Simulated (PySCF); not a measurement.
**A thermochemical cycle for HgB**

CCSD(T) in PySCF with def2-SVP on every atom (core potentials on Hg), for the lowest determinant that a PBE0 search found; no spin–orbit coupling. HgB, a doublet (π ↑), has De = 0.06 eV to neutral atoms, and HgB⁺, a singlet (closed shell), has De = 1.18 eV to Hg + B⁺.

The adiabatic ionisation energy of HgB, between the minima, is 6.97 eV.

Q: Which ionisation energy of the B atom does this level give?

A: IE(B) = IE(molecule) + De(ion) − De(neutral) = 6.97 + 1.18 − 0.06 = 8.09 eV; the measured value is 8.298 eV (NIST ASD).

Correlated steps freeze 1 core orbital. Weak bonds: HgB. Basis-set superposition, not corrected here, can be much of De in a small basis, most of all at correlated wavefunction levels. These are scalar-relativistic numbers at best; spin–orbit coupling would shift them, the dissociation energy most. For an ion De counts to the pair picked by the measured ionisation energies or electron affinities, which need not be the lowest pair at this level. States were picked by a PBE0 search and need not be the measured ground states.
